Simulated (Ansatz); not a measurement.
`CC[N](C)[Ge]([F])([F])[N](C)CC`, relaxed with RKS PBE0-D4/def2-TZVP in the Gaussian-basis code of Ansatz from a PBE-D4/def2-SVP geometry. The force threshold is 0.005 eV/Å; the program also tests the step.

Total charge 0; spin multiplicity 1.

Start:

```xyz
27

C     2.251   -1.917   -1.765
C     2.226   -0.394   -1.684
N     1.135    0.158   -0.873
C     0.817    1.550   -1.186
Ge    0.836   -0.304    0.867
F     1.275   -1.990    1.116
F     1.857    0.507    2.050
N    -0.868    0.107    1.332
C    -1.201    0.332    2.732
C    -1.959   -0.310    0.451
C    -2.985    0.795    0.183
H     2.435   -2.382   -0.778
H     1.284   -2.304   -2.146
H     3.053   -2.243   -2.457
H     3.222   -0.010   -1.349
H     2.082    0.016   -2.709
H     0.451    1.632   -2.234
H     0.016    1.917   -0.514
H     1.692    2.236   -1.080
H    -1.682   -0.559    3.204
H    -0.282    0.572    3.300
H    -1.897    1.192    2.850
H    -2.479   -1.204    0.875
H    -1.513   -0.634   -0.513
H    -3.485    1.131    1.114
H    -2.506    1.679   -0.284
H    -3.776    0.428   -0.501
```

(1) By how much does the energy fall, and how many steps does the optimiser take? (An estimate is asked.)

(2) Which bonds change most? (Best estimate.)

(3) Give the relaxed structure. (Best estimate.)

## Answers

(1) Computed: 20.08 kJ/mol, in 54 steps, 7 of them rejected.

(2) Ansatz gave: N3–Ge5 from 1.825 to 1.789 Å; Ge5–F7 from 1.760 to 1.733 Å; Ge5–F6 from 1.761 to 1.733 Å; C2–H15 from 1.119 to 1.092 Å.

(3) Ansatz gave: 
```xyz
27

C     1.978   -1.433   -2.476
C     2.386   -0.624   -1.257
N     1.273    0.082   -0.646
C     0.771    1.222   -1.379
Ge    0.913   -0.084    1.099
F     1.520   -1.643    1.552
F     1.803    0.964    2.153
N    -0.814    0.217    1.470
C    -1.221    0.609    2.803
C    -1.833   -0.443    0.671
C    -2.957    0.487    0.249
H     1.231   -2.183   -2.206
H     1.560   -0.802   -3.263
H     2.846   -1.949   -2.895
H     2.824   -1.294   -0.514
H     3.169    0.096   -1.535
H     0.328    0.920   -2.335
H    -0.006    1.730   -0.805
H     1.566    1.951   -1.590
H    -1.618   -0.241    3.376
H    -0.372    1.023    3.349
H    -1.994    1.382    2.766
H    -2.252   -1.297    1.224
H    -1.356   -0.855   -0.223
H    -3.499    0.885    1.109
H    -2.569    1.330   -0.327
H    -3.678   -0.051   -0.372
```
